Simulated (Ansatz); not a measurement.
`F[SiH]([SeH])O[SiH3]`. The species carries charge 0 and has multiplicity 1.

```xyz
10

F    -2.2922    1.1123   -0.5510
Si   -1.2466    0.5876    0.5248
Se    0.1871    2.2443    1.0978
O    -0.4942   -0.6801   -0.1346
Si    0.9762   -1.3172   -0.5080
H    -1.9842    0.1904    1.7372
H     0.6403    2.3993   -0.2920
H     1.7851   -0.3206   -1.2542
H     0.7395   -2.5100   -1.3535
H     1.6890   -1.7058    0.7335
```

Problem. What are the harmonic wavenumbers in cm⁻¹ at PBE0-D4/def2-TZVP (Ansatz, finite differences of forces, unscaled)? (Best estimate.)

Solution. Computed: 34, 42, 70, 133, 212, 239, 317, 395, 623, 633, 727, 734, 825, 852, 914, 953, 955, 980, 1130, 2234, 2243, 2255, 2286, 2438.

Problem. Is this a minimum?

Solution. Yes, all 24 modes are real.

Problem. Give the ideal-gas thermochemistry at 298.15 K and 1 bar (rigid rotor, harmonic oscillator; point group C1, symmetry number 1).

Solution. Zero-point energy 132.9 kJ/mol; H(298) − E = 158.0 kJ/mol; entropy 405.4 J/(mol·K), of which translation 173.3, rotation 122.4, vibration 109.6; G(298) − E = 37.1 kJ/mol. Modes under 100 cm⁻¹ are hindered rotations or soft bends, so the harmonic entropy is rough.

Problem. And at 400, 500, 600, 800 and 1000 K?

Solution. 
```json
{"T (K)": "400", "H − E (kJ/mol)": "171.5", "S (J/mol/K)": "444.2", "G − E (kJ/mol)": "-6.2"}
{"T (K)": "500", "H − E (kJ/mol)": "186.5", "S (J/mol/K)": "477.6", "G − E (kJ/mol)": "-52.3"}
{"T (K)": "600", "H − E (kJ/mol)": "202.8", "S (J/mol/K)": "507.4", "G − E (kJ/mol)": "-101.6"}
{"T (K)": "800", "H − E (kJ/mol)": "238.5", "S (J/mol/K)": "558.5", "G − E (kJ/mol)": "-208.3"}
{"T (K)": "1000", "H − E (kJ/mol)": "277.0", "S (J/mol/K)": "601.4", "G − E (kJ/mol)": "-324.4"}
```
